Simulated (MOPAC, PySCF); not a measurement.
Bond stretch in Al2, triplet.

Levels: PM7, unrestricted, heats of formation (MOPAC); UKS-BP86/6-31G* = unrestricted BP86/6-31G*, spherical d in PySCF; UHF/LANL2DZ = unrestricted Hartree-Fock/LANL2DZ, with its core potentials past Ne (PySCF).

Energies are in kcal/mol, each relative to the lowest point of its own curve near equilibrium.

| R / Å | PM7 | UKS-BP86/6-31G* | UHF/LANL2DZ |
|---|---|---|---|
| 2.44 | 76.6 | 0.3 | 8.9 |
| 2.57 | 70.5 | 0.3 | 3.8 |
| 2.66 | 68.1 | 0.5 | 1.6 |
| 2.73 | 66.8 | 0.0 | 0.6 |
| 2.80 | (withheld) | 0.0 | 0.1 |
| 2.86 | 3.8 | 0.2 | 0.0 |
| 3.01 | (withheld) | 1.6 | 0.8 |
| 3.17 | 0.0 | 3.8 | 2.8 |
| 3.40 | 32.6 | 7.6 | 5.9 |
| 3.69 | (withheld) | 12.4 | 8.6 |
| 4.12 | 44.2 | (withheld) | 10.8 |
| 4.52 | 52.6 | 23.7 | 12.0 |
| 4.92 | 59.3 | 27.6 | (withheld) |
| 5.44 | 65.5 | 31.4 | 13.3 |
| 6.01 | 70.0 | (withheld) | 13.7 |
| 6.62 | 73.4 | 35.1 | 13.8 |
| 7.30 | 76.1 | 35.4 | 14.0 |
| 8.28 | 78.9 | 35.5 | 14.0 |

Q: Complete the blanks.

A: 
- 2.80, PM7: 6.2
- 3.01, PM7: 0.5
- 3.69, PM7: 35.7
- 4.12, UKS-BP86/6-31G*: 18.8
- 4.92, UHF/LANL2DZ: 12.8
- 6.01, UKS-BP86/6-31G*: 34.1

The scan ran from 2.05 to 8.28 Å; beyond the distances shown one of the unrestricted levels run for this scan, shown here or not, changes its spin distribution in one step. The unrestricted determinant behind UHF/LANL2DZ is spin-contaminated at 2.44 Å (<S²> up to 2.3, against 2.00 for a pure triplet).
